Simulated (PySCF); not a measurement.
An EPR job on `C#Cc1[c]occ1` [radical].

Method: UKS B3LYP, pcH-1 on C H O, non-relativistic, mean-field spin-orbit, GIAO (PySCF 2.14.0). Geometry: GFN2-xTB. A driver script takes a list of jobs; this job's settings line and coordinates (Å) are shown.

Command:
```bash
OMP_NUM_THREADS=1 python probes_run.py task.json out
```

Input:
```
{"job": {"kind": "epr", "basis": "pcH-1"}, "charge": 0, "multiplicity": 2}
C      2.809155     0.074985    -0.191854
C      1.621434    -0.106421    -0.210678
C      0.231971    -0.275780    -0.205187
C     -0.541260    -1.240415    -0.780514
O     -1.830951    -1.076034    -0.561667
C     -1.957172     0.040802     0.191336
C     -0.732651     0.574198     0.441807
H      3.847681     0.220212    -0.184732
H     -2.946367     0.339813     0.474450
H     -0.492958     1.453294     1.004511
```

Estimate the output.

```
UKS, coarse grid
  cycle   1  E = -305.41810949  |g| = 3.90e-01
  cycle   2  E = -305.33902870  |g| = 5.71e-01
  cycle   3  E = -305.47940051  |g| = 1.06e-01
  cycle   4  E = -305.48437597  |g| = 5.75e-02
  cycle   5  E = -305.48583060  |g| = 2.38e-02
  cycle   6  E = -305.48609801  |g| = 9.81e-03
  cycle   7  E = -305.48615433  |g| = 4.68e-03
  cycle   8  E = -305.48617403  |g| = 1.86e-03
  cycle   9  E = -305.48618101  |g| = 1.67e-03
  cycle  10  E = -305.48618350  |g| = 6.16e-04
UKS, final grid
  cycle   1  E = -305.48618211  |g| = 7.43e-04
  cycle   2  E = -305.48618185  |g| = 1.32e-03
  cycle   3  E = -305.48618272  |g| = 2.26e-04
  cycle   4  E = -305.48618282  |g| = 2.12e-04
  cycle   5  E = -305.48618292  |g| = 1.10e-04
  cycle   6  E = -305.48618293  |g| = 3.56e-05
  cycle   7  E = -305.48618293  |g| = 9.90e-06
E = -305.48618293 Eh   <S^2> = 0.7623 (exact 0.7500)
g shifts (ppm)      1          2          3
  rmc          -183       -183       -183
  gc             17         19        -30
  oz_so       -1299        -86        825
  total       -1465       -250        612
hyperfine (MHz)  atom isotope    a_iso     a_fc   dipolar eigenvalues
    0   13C      -3.19      -3.19     -5.55      2.08      3.47
    1   13C       4.21       4.21     -1.82      0.83      0.99
    2   13C      71.07      71.07    -22.45     -5.28     27.73
    3   13C     664.61     664.61    -79.44    -50.40    129.84
    4   17O    -129.05    -129.05    -12.62      5.47      7.15
    5   13C      45.85      45.85    -12.08     -1.19     13.27
    6   13C      31.88      31.88     -3.91     -2.77      6.69
    7    1H       2.25       2.25     -0.84     -0.20      1.04
    8    1H       8.10       8.10     -3.74     -0.58      4.32
    9    1H       8.88       8.88     -3.26     -1.95      5.21
```

rmc, gc and oz_so are the mass-correction, gauge-correction and orbital-Zeeman/spin–orbit parts of the g shift along its three principal axes; a_iso is the isotropic hyperfine coupling and a_fc its Fermi-contact part. Atoms in this output count from 0.

How far is ⟨S²⟩ from the pure-spin value?

S = 0.5 gives S(S+1) = 0.75; the run has 0.7623, 0.0123 more.

Main results: ⟨S²⟩ 0.762; g_iso 2.0020.

Isolated species at its GFN2-xTB geometry, gas phase.

Time: 34 s (with the writing of density and orbital grids); peak memory 0.71 GiB. Hardware: Arm Neoverse V1, one thread, no GPU, shared host.
Labels such as C1 count atoms from 1, the log's own numbers from 0.
